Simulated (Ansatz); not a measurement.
Reaction (formal hydrolysis of the Al–S bond): `[SH][Al]([SH])[SH]` + H₂O → `[OH][Al]([SH])[SH]` + H₂S

Isolated molecules relaxed with PBE0-D4/def2-TZVP in Ansatz; ΔE leaves out vibrations. CCSD(T)/CBS is the MP2 limit (def2-TZVPP, def2-QZVPP) plus CCSD(T) − MP2 in def2-TZVPP, frozen cores. This one scheme is used for every species. Functionals use def2-TZVPP. One conformer a species, not always the lowest.

(1) Is it downhill or uphill in electronic energy at CCSD(T)/CBS, and by how much? (Best estimate.)

(2) What do these levels give: BLYP-D4, r2SCAN, CAM-B3LYP, CCSD(T)/def2-SVP, HF/def2-TZVPP, SCS-MP2/def2-TZVPP, CCSD/def2-TZVPP, CCSD(T)/def2-TZVPP, MP2/def2-QZVPP, SCS-MP2/def2-QZVPP, MP2/CBS(def2), CCSD/CBS(def2)? (Estimate.)

Largest T1 diagnostic among the species: 0.012.

Results:

(1) Computed: Downhill: ΔE = -0.20 eV.

(2) Ansatz gave: BLYP-D4 -0.27, r2SCAN -0.23, CAM-B3LYP -0.35, CCSD(T)/def2-SVP -0.30, HF/def2-TZVPP -0.34, SCS-MP2/def2-TZVPP -0.27, CCSD/def2-TZVPP -0.27, CCSD(T)/def2-TZVPP -0.24, MP2/def2-QZVPP -0.20, SCS-MP2/def2-QZVPP -0.25, MP2/CBS(def2) -0.17, CCSD/CBS(def2) -0.23 eV.

The D4 term adds +0.05 eV with B3LYP and +0.03 eV with PBE0; it sums over pairs of atoms, weighted by their polarisabilities, and B3LYP, whose exchange is more repulsive, gets the larger term. Leaving LDA and LC-ωPBE aside and taking each functional with its dispersion term where it has one, the values, not all of them listed here, spread over 0.19 eV, from CAM-B3LYP-D4 to revPBE-D4. At CCSD(T), def2-SVP lies −0.10 eV from the extrapolated value and def2-TZVPP −0.04 eV.

B3LYP here is the variant with VWN-RPA as its local correlation; programs differ in this.
